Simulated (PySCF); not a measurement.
Compound: C8H9N (charge +1 and doublet state).
Structure used (GFN2-xTB), in Å, numbered top down from 1:
```xyz
18
C8H9N angstrom
C      2.8530    0.3272   -0.4123
C      1.8152   -0.3587    0.0970
C      0.4374    0.0552    0.0317
C      0.0842    1.3914   -0.1771
C     -1.2319    1.8004   -0.1894
C     -2.2727    0.8690    0.0043
C     -1.9799   -0.4485    0.2089
C     -0.6351   -0.9018    0.2172
N     -0.3971   -2.2022    0.3589
H      2.7321    1.2392   -0.9717
H      3.8603   -0.0383   -0.3089
H      2.0287   -1.2932    0.6005
H      0.8647    2.1255   -0.2948
H     -1.4714    2.8424   -0.3331
H     -3.2977    1.2044   -0.0119
H     -2.7673   -1.1720    0.3581
H     -1.1673   -2.8471    0.4703
H      0.5360   -2.5865    0.3405
```

The hyperfine couplings belong to this conformer and change with its torsions.

As a line formula: `[NH2+]c1c(cccc1)C=C` [radical] (charge +1).

Level of theory: UKS B3LYP, pcH-1 on C H N, non-relativistic, mean-field spin-orbit, GIAO in PySCF. Isolated species at its GFN2-xTB geometry (one conformer only). The geometry wasn't refined by DFT: couplings that depend on bond lengths, twists or pyramidal angles can differ widely from those at the functional's own minimum, by a factor of two or more for some ions and for spin on atoms past the first row. The frame is twisted about the C2–C3 bond at this geometry (dihedral H12–C2–C3–C8 = -20°); couplings at other torsion angles weren't computed. No stability test was run, so a lower SCF solution isn't excluded. ⟨S²⟩ is 0.773 where a pure state has 0.75.

(1) What is the g tensor, term by term?

(2) What effective moment and Curie constant follow for a powder?

(3) How much does each term add to the isotropic shift?

(4) At 9.565 GHz, how far is the centre of the isotropic spectrum from where a free electron (g = 2.002319) resonates?

(5) In a frozen sample, at which fields do the three g values resonate at 9.5, 34, 94 and 263 GHz (hyperfine left aside), and which band first spreads them over more than twice a line width of 0.5 mT?

## Answers

(1) 
```csv
Δg (ppm),1,2,3
relativistic mass correction,-170,-170,-170
gauge correction,4,41,34
orbital Zeeman/spin–orbit,-5,378,1171
total,-171,249,1035
```

So g = 2.00215, 2.00257, 2.00335 and g_iso = 2.00269; the tensor is rhombic: the two nearest values differ by 35 % of g3 − g1. Axes: g2 points within 11° of the C3–C4 bond.

(2) With the mean of g² = 4.0108 and S(S+1) = 0.75: μ_eff = √(⟨g²⟩S(S+1)) = 1.734 μB and χT = 0.12505·⟨g²⟩·S(S+1) = 0.376 cm³ K/mol (cgs; spin-Hamiltonian part alone).

(3) The orbital-Zeeman/spin–orbit term 515, the mass correction -170 and the gauge correction 26 ppm, for a total of 371 ppm. The orbital-Zeeman/spin–orbit term is the largest in size. The mass correction is the same along every axis, so the anisotropy comes from the other two: their spans along these axes are 37 (gauge) and 1176 ppm (orbital Zeeman/spin–orbit).

(4) B = hν/(g μB) with μB/h = 13.99624 MHz/mT gives 341.30 mT for the free electron and 341.24 mT at g_iso, 0.06 mT lower.

(5) 
| band | GHz | B(g3) mT | B(g2) mT | B(g1) mT | spread mT |
| --- | --- | --- | --- | --- | --- |
| X | 9.5 | 338.81 | 338.94 | 339.01 | 0.20 |
| Q | 34.0 | 1212.58 | 1213.05 | 1213.31 | 0.73 |
| W | 94.0 | 3352.42 | 3353.74 | 3354.44 | 2.02 |
| J | 263.0 | 9379.65 | 9383.33 | 9385.30 | 5.65 |

The spread grows in proportion to the frequency. W band is the first where it exceeds 1.0 mT.

Largest spin populations (Mulliken): N9 (+0.30), C5 (+0.29), C3 (+0.26) and C1 (+0.25). Four atoms exceed +0.15.

The HOMO–LUMO gaps are 4.92 eV among the α and 2.25 eV among the β orbitals.
